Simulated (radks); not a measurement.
Results of a calculation; reference values are marked as such.
The germanium anion Ge4-, [Kr], held by a Watson sphere: a shell of charge +4.31 at radius R that stands for the Madelung well of a crystal (potential energy -4.31/R inside, -4.31/r outside, in hartree with lengths in bohr). Level of theory: scalar-relativistic Kohn-Sham, LDA (Slater exchange, Perdew-Wang correlation), spin-polarised, spherical densities, finite nucleus; Fermi nuclear charge, rms radius of each element as measured or else 0.836 A^(1/3) + 0.57 fm (a radial shooting solver on a logarithmic mesh with Libxc functionals). Response by self-consistent Sternheimer equations with the Hartree and adiabatic LDA kernel, the relativistic mass of each level held fixed and spin-orbit coupling left out. The sphere does not respond.

R (bohr),e(3d) (eV),e(4s) (eV),e(4p) (eV),<r> 4p (bohr),sum of <r^2> (bohr^2),X-ray form factor at sin(theta)/lambda = 0.2 1/angstrom,alpha (bohr^3)
2.39,-31.417,-17.646,-9.752,2.575,67.34,25.731,38.49
4.15,-28.094,-12.061,-5.984,3.566,113.7,25.296,153.2
4.34,-27.988,-11.750,-5.709,3.676,119.6,25.317,175.8
4.75,-27.808,-11.205,-5.188,3.915,133.1,25.370,233.8
5.28,-27.652,-10.710,-4.640,4.226,151.9,25.434,329.2
